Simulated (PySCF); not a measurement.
## Tm (thulium, neutral) across methods

[Xe] 4f13 6s2, 2F determinant. All numbers are calculated (PySCF 2.14, the spin-free X2C one-electron Hamiltonian (Gaussian nucleus), in cc-pVDZ-X2C (8s7p5d3f1g, 84 functions)).

```csv
method,E (hartree),mean ε 6s β (eV),mean ε 4f α (eV),mean ε 4f β (eV),Σ⟨r²⟩ (bohr²),⟨S²⟩
PBE,-13567.06,-3.917,-2.939,-2.081,73.74,0.751
UHF,-13562.14908,-5.267,-14.156,-12.750,78.29,0.751
PBE0,-13566.83,-4.405,-5.721,-4.733,74.19,0.751
r2SCAN,-13567.18,-3.974,-3.019,-2.089,74.54,0.757
LDA,-13557.89,-4.067,-3.149,-2.258,72.79,0.751
```

Spin-orbit coupling, absent here, splits the open shell strongly.
